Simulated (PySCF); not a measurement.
## Electron correlation in Al⁻ (aluminium, charge -1)

[Ne] 3s2 3p2, high-spin 3P determinant. All numbers are calculated (PySCF 2.14, no relativity, point nucleus, in dyall-av3z (19s12p3d2f, 84 functions)). Frozen: [Ne]; 4 electrons correlated; the 23 highest virtual orbitals of each spin left out.

```csv
level,correlation energy (mhartree)
CCSD,-64.92
(T),-3.12
CCSD(T),-68.04
```

Diagnostics: T1 = 0.019, D1 = 0.0421, largest double amplitude 0.082.

Cost of the coupled-cluster step: of the order of 4 core-seconds, for 4 correlated electrons.
